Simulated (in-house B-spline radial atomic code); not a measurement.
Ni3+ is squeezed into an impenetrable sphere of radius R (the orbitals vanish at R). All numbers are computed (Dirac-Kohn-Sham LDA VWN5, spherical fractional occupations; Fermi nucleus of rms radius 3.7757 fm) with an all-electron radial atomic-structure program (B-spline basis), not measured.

Energies in eV above the free ion in [Ar] 3d7:

```
R (bohr)  highest level (eV)   [Ar] 3d7  [Ne] 3s2 3p5 3d8
    7.42               -47.3          0             63.35
     5.8               -47.3  0.0002496             63.35
    5.38               -47.3  0.0009633             63.35
    3.92               -47.1     0.0912             63.45
    3.49               -46.9     0.3313              63.7
    3.09               -46.2      1.083             64.51
    2.79               -45.1      2.631             66.17
    2.29               -40.5      11.98             76.21
    1.61               -12.1      118.4             186.8
    1.57               -8.26      137.2               206
```

(1) Does [Ne] 3s2 3p5 3d8 fall below [Ar] 3d7 under compression?

Results:

(1) No, it stays above over the whole range.
